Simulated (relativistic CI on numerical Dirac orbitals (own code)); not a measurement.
Tc4+: resonant inelastic scattering at the M2,3 edge

Computed with this model: Dirac-Coulomb-Breit CI, KLI orbitals optimised for each configuration, model QED, valence Slater integrals scaled by 0.9, Kramers-Heisenberg scattering through one core-hole configuration in a parametric crystal field; configurations [Kr] 4d3 → [Ne] 3s2 3p5 3d10 4s2 4p6 4d4; 300 K; core-hole width 2 eV; summed over polarisations. Incident energies are the highest absorption maxima for each field (at most a few, so the weaker spin-orbit partner edge can be absent), on the computed scale of the free ion. Intensities are in per cent of the strongest line above 0.02 eV; levels within 1 cm⁻¹ are merged; final levels count from the ground level, the first row holds all elastic scattering, lines under 0.4 are left out and each table stops after 24 rows. The scale of the Slater integrals is a model choice and moves the terms in proportion.

Field parameters in Wybourne normalisation: Oh B⁴₀ = 21Dq, B⁴₄ = √(5/14) B⁴₀. The field is a parameter set, without covalency.

S is read from ⟨S²⟩ = S(S + 1).

Oh, 10Dq = 7250 cm⁻¹:

| Final level (eV) | Degeneracy | Irrep | S | 435.4 eV | 454.5 eV | 455.8 eV |
| --- | --- | --- | --- | --- | --- | --- |
| 0.000 | 4 | Γ8 | 1.50 | 5471.6 | 349.5 | 513.0 |
| 0.873 | 2 | Γ7 | 1.50 | 46.6 | 31.8 | 14.4 |
| 0.880 | 4 | Γ8 | 1.48 | 86.6 | 82.8 | 42.1 |
| 0.929 | 4 | Γ8 | 1.49 | 91.4 | 88.0 | 37.3 |
| 0.960 | 2 | Γ6 | 1.49 | 23.5 | 39.6 | 13.1 |
| 1.450 | 2 | Γ7 | 1.49 | 13.0 | 21.9 | 13.6 |
| 1.487 | 4 | Γ8 | 1.47 | 27.1 | 34.8 | 18.7 |
| 1.570 | 4 | Γ8 | 1.42 | 74.0 | 15.2 | 9.9 |
| 1.646 | 2 | Γ6 | 1.46 | 66.8 | 3.2 | 2.7 |
| 1.921 | 4 | Γ8 | 0.56 | 41.2 | 15.5 | 35.7 |
| 2.040 | 4 | Γ8 | 0.66 | 84.2 | 25.2 | 53.8 |
| 2.047 | 2 | Γ6 | 0.54 | 53.8 | 17.5 | 45.3 |
| 2.574 | 4 | Γ8 | 0.74 | 100.0 | 26.9 | 56.0 |
| 2.588 | 2 | Γ7 | 0.54 | 36.9 | 7.4 | 16.6 |
| 2.590 | 2 | Γ6 | 1.03 | 51.6 | 4.3 | 4.6 |
| 2.652 | 4 | Γ8 | 1.22 | 87.6 | 18.9 | 17.1 |
| 2.692 | 2 | Γ6 | 1.02 | 19.9 | 2.6 | 1.7 |
| 2.788 | 4 | Γ8 | 1.40 | 23.0 | 36.7 | 19.0 |
| 2.796 | 2 | Γ7 | 1.38 | 20.6 | 27.5 | 22.1 |
| 2.878 | 4 | Γ8 | 0.64 | 21.2 | 7.3 | 18.1 |
| 2.898 | 2 | Γ6 | 0.65 | 11.8 | 0.8 | 4.8 |
| 2.919 | 2 | Γ7 | 0.69 | 24.5 | 9.8 | 25.1 |
| 3.084 | 4 | Γ8 | 0.66 | 14.1 | 3.9 | 10.7 |
| 3.242 | 4 | Γ8 | 0.55 | 2.7 | 2.2 | 3.4 |

Oh, 10Dq = 16350 cm⁻¹:

```csv
Final level (eV),Degeneracy,Irrep,S,435.2 eV,455 eV
0.000,4,Γ8,1.50,2075.3,257.1
1.841,4,Γ8,0.97,12.7,40.8
1.985,2,Γ7,1.50,50.2,11.5
1.990,4,Γ8,0.93,18.3,30.3
1.992,2,Γ6,1.10,8.3,25.1
2.038,4,Γ8,1.23,100.0,25.6
2.174,2,Γ6,1.07,49.1,5.4
2.181,4,Γ8,1.17,94.3,7.8
2.832,2,Γ7,1.12,17.1,29.4
2.865,4,Γ8,0.96,29.1,36.8
3.024,2,Γ6,1.46,53.3,1.8
3.041,4,Γ8,1.41,48.3,10.0
3.060,4,Γ8,1.28,59.1,6.5
3.119,2,Γ7,1.04,23.4,2.5
3.708,2,Γ6,0.58,3.8,0.4
3.973,2,Γ7,0.51,3.2,2.6
3.986,4,Γ8,0.52,5.5,3.1
3.988,2,Γ6,0.52,0.9,0.6
4.078,4,Γ8,0.60,1.8,1.0
4.300,4,Γ8,0.61,0.8,0.9
4.586,4,Γ8,1.16,5.2,4.0
4.605,2,Γ6,1.16,4.7,1.4
4.651,2,Γ7,1.49,1.9,3.6
4.684,4,Γ8,1.42,2.9,5.2
```

Oh, 10Dq = 25500 cm⁻¹:

```csv
Final level (eV),Degeneracy,Irrep,S,435.5 eV,455.2 eV
0.000,4,Γ8,1.50,1400.3,239.6
1.978,4,Γ8,0.52,4.1,19.9
2.057,4,Γ8,0.51,22.2,19.0
2.101,2,Γ6,0.51,15.0,19.4
3.039,4,Γ8,0.93,100.0,47.0
3.072,2,Γ7,1.17,47.8,19.0
3.183,2,Γ7,1.01,32.6,16.4
3.205,4,Γ8,1.37,90.1,15.4
3.215,2,Γ6,1.49,51.3,9.5
3.217,4,Γ8,1.35,82.0,14.3
4.224,2,Γ6,1.47,50.4,1.9
4.251,4,Γ8,1.49,41.9,17.1
4.252,2,Γ7,1.48,17.7,9.3
4.255,4,Γ8,1.49,53.7,11.7
4.833,2,Γ6,0.56,1.4,0.2
5.129,2,Γ6,0.51,0.8,0.7
5.129,2,Γ7,0.51,1.2,1.2
5.138,4,Γ8,0.51,3.1,2.4
5.227,4,Γ8,0.51,1.2,0.7
5.926,2,Γ6,0.51,1.9,1.5
5.942,4,Γ8,0.53,3.1,2.9
6.540,2,Γ7,0.69,1.2,2.2
6.618,4,Γ8,0.68,1.5,2.5
6.804,4,Γ8,1.42,1.2,1.3
```

For the first field the strongest loss at the lowest incident energy is the level at 2.57 eV (S = 0.74, against 1.50 in the thermal ground state). Levels of other spin, the first over 8 % at 1.92 eV, appear because spin-orbit coupling of the core hole, and in heavier ions of the valence shell too, mixes spins.
